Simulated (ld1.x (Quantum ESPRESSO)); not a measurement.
# What one change does to a pseudopotential (Nd (Z = 60), TM semilocal)

neodymium, norm-conserving Troullier–Martins (semilocal form), made with ld1.x (Quantum ESPRESSO) 7.5 (PBEsol, scalar-relativistic). Core [Kr] 4d10, reference 4f4 5s2 5p6 5d1 6s1 6p0. Waves: 5p (bound): rc 2.20 bohr; 5d (bound): rc 4.15 bohr; 4f (bound): rc 1.05 bohr; 5s (bound): rc 1.70 bohr. Local part: the s channel. Core correction: none.

Occupied shells without a wave of their own: 6s. They enter only through the test configuration that unscreens the potential.

All-electron outer shells of the reference configuration (PBEsol, scalar-relativistic, ld1.x):

```
shell  level (eV)  outermost node (bohr)  outermost maximum (bohr)
   4p     -224.66                   0.32                      0.59
   4d     -115.51                   0.29                      0.62
   5s      -39.30                   0.72                      1.32
   5p      -20.99                   0.77                      1.50
   6s       -3.10                   1.78                      3.88
   5d       -1.29                   0.88                      2.29
   6p       -1.02                   2.16                      5.30
   4f       -0.71                      –                      0.67
```

Change: wave 5d (bound): rc 4.15 bohr becomes 5d (bound): rc 5.42 bohr.

Cutoffs: the cutoffs (Ry, on a coarse ladder) from which the occupation-weighted sum of valence levels, in a spherical-Bessel basis at the reference potential, stays within 10 and 1 mRy of its value at 400 Ry; they do not see the model core or the augmentation charge, which bear on the density cutoff. Errors are all-electron minus pseudo energies relative to the spin-unpolarised reference configuration.

Question: How do hardness, ghosts and transferability respond?

Answer: The potential gets neither clearly harder nor softer (260 Ry and 300 Ry → 260 Ry and 300 Ry); the f channel sets the loose cutoff, while the largest relative change is in d, which becomes softer; of the 7 tests that both files solve, the error grows in 5 and shrinks in 1 by more than 15 % and 0.3 meV (median size 118.1 → 216.7 meV); neither file shows a bound ghost at the reference potential, the only one tested. A semilocal file is local in each channel, so a ghost entry of none says nothing of the separable form that plane-wave codes build from it.

```tsv
quantity	base	changed
cutoff, loose	260 Ry	260 Ry
cutoff, tight	300 Ry	300 Ry
loose cutoff by channel (10 mRy a level)	p 15 Ry, d 8 Ry, f 230 Ry, s 40 Ry	p 15 Ry, d 6 Ry, f 230 Ry, s 40 Ry
bound ghosts	none	none
largest miss of a reference level, eV	0.07	0.07
error for 4f4 5s2 5p6 5d0 6s2 6p0, meV [ΔE -1.71 eV]	+82	+111
error for 4f4 5s2 5p6 5d0 6s1 6p0, meV [ΔE 4.10 eV]	+12	+69
error for 4f4 5s2 5p6 5d0 6s0 6p0, meV [ΔE 14.79 eV]	-118	-4.8
error for 4f4 5s2 5p6 5d0 6s0 6p1, meV [ΔE 7.07 eV]	-6082	-5969
error for 4f3 5s2 5p6 5d0 6s0 6p0, meV [ΔE 37.28 eV]	+3.7	+377
error for 4f4 5s2 5p5 5d0 6s2 6p0, meV [ΔE 25.14 eV]	+184	+361
error for 4f5 5s2 5p6 5d0 6s0 6p0, meV [ΔE 6.59 eV]	-162	-217
```

Base: These tests converged, but a pseudo level misses the all-electron one widely, so the file describes the atom poorly there or has found another state: 4f4 5s2 5p6 5d0 6s0 6p0: empty 6p by 6.6 eV; 4f4 5s2 5p6 5d0 6s0 6p1: 5s by 5.8 eV; 4f4 5s2 5p5 5d0 6s2 6p0: empty 6p by 4.3 eV. The 6s level has no wave, so the channel is fitted at the deeper level alone: the likely source of the large errors. Changed file: These tests converged, but a pseudo level misses the all-electron one widely, so the file describes the atom poorly there or has found another state: 4f4 5s2 5p6 5d0 6s0 6p0: empty 6p by 6.6 eV; 4f4 5s2 5p6 5d0 6s0 6p1: 5p by 5.6 eV. The 6s level has no wave, so the channel is fitted at the deeper level alone: the likely source of the large errors.
